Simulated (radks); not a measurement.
Results of a calculation; reference values are marked as such.
Problem. Successive ionisation energies (eV) of one element, from differences of total energies of ions in their ground configurations, starting at charge 22: 665.20, 712.54, 760.98, 810.49, 861.02, 925.41, 978.94, 1033.5, 1089.1, 1145.6, 1203.1, 1261.6, 1560.5, 1616.7, 1673.4, 1730.4, 1787.7, 1860.4, 1919.8, 1979.7, 2039.9, 2100.4. Level of theory: scalar-relativistic Kohn-Sham, PBEsol, spin-polarised, spherical densities, finite nucleus; open shells are filled with parallel spins first (spin-orbit coupling, left out, can overturn this in heavy ions); Fermi nuclear charge, rms radius 5.4648 fm (a radial shooting solver on a logarithmic mesh with Libxc functionals). Which element is it?

Solution. Mercury (Z = 80). The first species listed is Hg22+ in [Kr] 4d10 4f12, the last Hg43+ in [Kr] 4d1.
